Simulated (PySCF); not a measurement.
**Relaxation of quintet RhOI**

These are results of UB3LYP/[Rh def2-SVP with ECP28, O def2-SVP, I def2-SVP with ECP28], scalar-relativistic core potentials, density fitting, no spin–orbit coupling, PySCF, not measurements. A (50,194) grid was used.

A hand-made linear start, of C∞v symmetry, held to at least that symmetry:

Coordinates in bohr (charge 0 multiplicity 5):
```
Rh    0.0000    0.0000   -2.3118
O     0.0000    0.0000   -5.4676
I     0.0000    0.0000    2.5637
```

At each step, columns x, y, z (Å) and Fx, Fy, Fz (eV/Å):

```
step 0  E − E(last) = 24.08 kJ/mol
Rh   0.000   0.000  -1.223   0.000   0.000   4.328
O    0.000   0.000  -2.893   0.000   0.000  -4.777
I    0.000   0.000   1.357   0.000   0.000   0.449
step 1  E − E(last) = 0.22 kJ/mol
Rh   0.000   0.000  -1.187   0.000   0.000  -0.404
O    0.000   0.000  -2.981   0.000   0.000   0.279
I    0.000   0.000   1.408   0.000   0.000   0.125
step 2  E − E(last) = 0.03 kJ/mol
Rh   0.000   0.000  -1.192   0.000   0.000  -0.144
O    0.000   0.000  -2.979   0.000   0.000   0.092
I    0.000   0.000   1.411   0.000   0.000   0.052
step 3  E − E(last) = 0.00 kJ/mol
Rh   0.000   0.000  -1.195   0.000   0.000   0.002
O    0.000   0.000  -2.979   0.000   0.000  -0.007
I    0.000   0.000   1.413   0.000   0.000   0.005
step 4  E − E(last) = 0.00 kJ/mol
Rh   0.000   0.000  -1.195   0.000   0.000  -0.001
O    0.000   0.000  -2.979   0.000   0.000  -0.001
I    0.000   0.000   1.414   0.000   0.000   0.002
```

It ends at C∞v with Rh–I 2.609 Å, Rh–O 1.784 Å; I–Rh–O 180.0°. A frequency run shows 2 imaginary modes (one degenerate set), down to 53i cm⁻¹, so it is a higher-order saddle point. Other isomers or separated fragments may lie lower.

With open d or f shells other occupations or spin states may lie lower. At this level a triplet minimum of Cs symmetry lies 43 kJ/mol below this structure. With an element this heavy the missing spin–orbit coupling can shift these numbers.
